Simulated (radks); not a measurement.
The numbers below are computed, except where a source is named.
Task: The mean radii <r> (bohr) of the occupied orbitals of an atom or ion are listed with their occupations. Code: a radial shooting solver on a logarithmic mesh with Libxc functionals. Model: Dirac Kohn-Sham, PBE, spin-unpolarised, spherical densities, point nucleus.

| orbital | occ. | <r> |
|---|---|---|
| 1s1/2 | 2 | 0.01803 |
| 2s1/2 | 2 | 0.07557 |
| 2p1/2 | 2 | 0.06246 |
| 2p3/2 | 4 | 0.07054 |
| 3s1/2 | 2 | 0.1969 |
| 3p1/2 | 2 | 0.1870 |
| 3p3/2 | 4 | 0.2019 |
| 3d3/2 | 4 | 0.1765 |
| 3d5/2 | 6 | 0.1811 |
| 4s1/2 | 2 | 0.4404 |
| 4p1/2 | 2 | 0.4450 |
| 4p3/2 | 4 | 0.4784 |
| 4d3/2 | 4 | 0.4934 |
| 4d5/2 | 6 | 0.5048 |
| 5s1/2 | 2 | 1.037 |
| 5p1/2 | 2 | 1.137 |
| 5p3/2 | 4 | 1.238 |
| 4f5/2 | 6 | 0.5761 |
| 4f7/2 | 8 | 0.5849 |
| 5d3/2 | 2 | 1.750 |
| 5d5/2 | 3 | 1.807 |

Name the element and its charge. Open shells, if any, are shared by 2j + 1.

Result: Z = 75, rhenium, charge +2: Re2+ in [Xe] 4f14 5d5. The 1s radius gives Z: for a bare nucleus <r> = (2 gamma + 1)/(2Z) with gamma = sqrt(1 - (Z/c)^2), 0.01783 bohr for Z = 75, and screening makes it slightly larger (0.01803 here). The occupations add up to 73, and the charge is Z minus that.
